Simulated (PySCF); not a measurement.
## Magnetic susceptibility: `N(C(C[C@H](CC)F)=O)C`, C$_{6}$H$_{12}$FNO

Geometry:
```csv
atom,x (Å),y (Å),z (Å)
C1,-2.938,-0.435,0.615
C2,-2.293,0.287,-0.563
C3,-0.773,0.141,-0.603
F4,-0.461,-1.199,-0.813
C5,-0.068,0.608,0.671
C6,1.433,0.771,0.440
O7,1.973,1.855,0.391
N8,2.090,-0.398,0.301
C9,3.500,-0.463,0.007
H10,-2.657,0.023,1.559
H11,-4.020,-0.394,0.525
H12,-2.635,-1.480,0.627
H13,-2.531,1.350,-0.532
H14,-2.690,-0.122,-1.495
H15,-0.370,0.672,-1.475
H16,-0.244,-0.114,1.469
H17,-0.470,1.578,0.962
H18,1.567,-1.259,0.265
H19,4.015,-1.079,0.746
H20,3.889,0.553,0.046
H21,3.675,-0.878,-0.988
```

Computed, not measured: PySCF 2.14.0, GIAO B3LYP/pcSseg-1 magnetisability, rotational g tensor and spin-rotation constants, non-relativistic, gas phase. Geometry: GFN2-xTB.

(1) What are the magnetisability and the molar susceptibility?

(2) Split it along the inertial axes a, b, c into diamagnetic and paramagnetic parts about the centre of mass, with the quadrupole moment.

(3) And the rotational g tensor?

Results:

(1) Isotropic -1392 × 10⁻³⁰ J/T², or -83.8 × 10⁻⁶ cm³/mol; principal values -1459, -1427, -1290 × 10⁻³⁰ J/T², anisotropy 155 × 10⁻³⁰ J/T² (root of half the summed squared differences of the principal values). The susceptibility is in cgs units.

(2) 
| axis | χ (10⁻⁶ cm³/mol) | diamagnetic (10⁻⁶ cm³/mol) | paramagnetic (10⁻⁶ cm³/mol) | summed x² of all electrons (Å²) | quadrupole Θ (D Å) |
| --- | --- | --- | --- | --- | --- |
| a | -84.8 | -480.0 | 395.2 | 337.2 | +3.72 |
| b | -80.0 | -1585.9 | 1505.9 | 76.5 | -6.05 |
| c | -86.6 | -1754.9 | 1668.3 | 36.7 | +2.33 |

Anisotropies 2χaa − χbb − χcc = -3.0 and 2χbb − χaa − χcc = +11.4 × 10⁻⁶ cm³/mol. Θ is traceless in Buckingham's convention.

(3) 
```tsv
axis	rotational constant (GHz)	g	nuclear part	electronic part
a	3.2785	-0.0255	0.5832	-0.6087
b	0.8421	-0.0062	0.5896	-0.5957
c	0.7436	-0.0049	0.5780	-0.5829
```
Asymmetric top; isotopes 12C, 19F, 1H, 14N, 16O; no vibrational averaging.
